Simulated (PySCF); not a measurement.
A structure optimised at PBE-D3(BJ)/def2-SVP, used in a PySCF frequency run:

```
N
H 1 1.0252
Si 1 1.7717 2 124.46
Si 1 1.7717 2 124.46 3 -178.35
H 4 1.5090 1 114.67 2 65.69
H 3 1.5090 1 114.67 2 -65.69
H 4 1.5102 5 107.28 1 126.72
H 3 1.5102 6 107.28 1 -126.72
Si 3 2.3641 6 116.05 8 -135.03
H 9 1.5037 3 118.34 6 132.24
Cl 9 2.0922 10 108.24 3 135.42
```

Task: Write its SMILES, formula and point group.

Result: Cl[SiH]1[SiH2]N[SiH2]1, ClH6NSi3, Cs

Task: What are its rotational constants (standard atomic weights)?

Result: 2.9147, 1.3044, 1.0156 GHz
